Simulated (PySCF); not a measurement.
## From computed data to an observable: chemical shift, span and skew from a shielding tensor

C₂H₃F₂NOSi, SMILES C[Si](F)(F)N=C=O. Atoms are numbered in the order given.

```xyz
10

C      1.5987    -1.5565     0.0000
Si    -0.0524    -0.7429     0.0000
F     -0.9147    -1.1834    -1.2910
F     -0.9147    -1.1834     1.2910
N      0.0590     0.9556     0.0000
C      0.0782     2.1564     0.0000
O      0.1107     3.3239     0.0000
H      2.1730    -1.2628     0.8923
H      1.4936    -2.6525     0.0000
H      2.1730    -1.2628    -0.8923
```

Geometry optimised at B3LYP-D3(BJ)/def2-SVP. One conformer was computed; it need not be the lowest.

GIAO shieldings from PBE/pcSseg-1 in PySCF, non-relativistic, no solvent. The symmetric part of the tensor of C1 has the principal values 179.8, 180.2, 192.9 ppm. The same nucleus in TMS has σ = 182.0 ppm at this level (PySCF, at its B3LYP-D3(BJ)/def2-TZVP geometry).

Q: Work out the isotropic shielding, the ¹³C shift against TMS, the span and the skew.

A: 
σ(iso) = (σ11 + σ22 + σ33)/3 = 184.3 ppm. δ = σ(ref) − σ(iso) = 182.0 − (184.3) = -2.3 ppm.
Span Ω = σ33 − σ11 = 13.1 ppm. Skew κ = 3(σ(iso) − σ22)/Ω = 0.94. Tumbling in solution averages the tensor to δ; in a static solid the shielding alone would spread this spin-1/2 line over Ω.
